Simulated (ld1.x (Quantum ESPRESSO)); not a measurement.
**Te: one change to a TM potential, before and after**

tellurium (Te), norm-conserving Troullier–Martins (Kleinman–Bylander form), made with ld1.x (Quantum ESPRESSO) 7.5 (PBE, scalar-relativistic). Core [Kr] 4d10, reference 5s2 5p4. Waves: 5s (bound): rc 1.70 bohr; 5p (bound): rc 2.05 bohr; 5d channel at 0.3 Ry: rc 2.20 bohr. Local part: the d channel. Core correction: none.

Change: wave 5p (bound): rc 2.05 bohr becomes 5p (bound): rc 3.06 bohr.

Cutoffs: the cutoffs (Ry, on a coarse ladder) from which the occupation-weighted sum of valence levels, in a spherical-Bessel basis at the reference potential, stays within 10 and 1 mRy of its value at 400 Ry; they do not see the model core or the augmentation charge, which bear on the density cutoff. Errors are all-electron minus pseudo energies relative to the spin-unpolarised reference configuration.

Q: How do hardness, ghosts and transferability respond?

A: The potential gets softer (30 Ry and 55 Ry → 25 Ry and 50 Ry); both files keep a bound ghost (p, s); of the 7 tests that both files solve, the error grows in 4 and shrinks in 1 by more than 15 % and 0.3 meV (median size 23.0 → 17.8 meV). A larger radius leaves more room for a smooth pseudo-wave, so fewer plane waves are needed.

```csv
quantity,base,changed
"cutoff, loose",30 Ry,25 Ry
"cutoff, tight",55 Ry,50 Ry
loose cutoff by channel (10 mRy a level),"s 15 Ry, p 15 Ry","s 15 Ry, p 10 Ry"
bound ghosts,"s, p","s, p"
"error for 5s2 5p3, meV [ΔE 9.73 eV]",-15,-18
"error for 5s2 5p2, meV [ΔE 27.65 eV]",-66,-88
"error for 5s2 5p1, meV [ΔE 54.55 eV]",-142,-220
"error for 5s2 5p4.3, meV [ΔE -1.47 eV]",-0.2,-0.3
"error for 5s1 5p4, meV [ΔE 19.57 eV]",-23,-14
"error for 5s2 5p0, meV [ΔE 91.03 eV]",-148,-358
"error for 5s2 5p3.5, meV [ΔE 3.90 eV]",-3.6,-4.1
```

 A true bound ghost makes a file unfit for plane-wave use even where its test errors are small: the radial tests pick states by their node count and pass the ghost by.
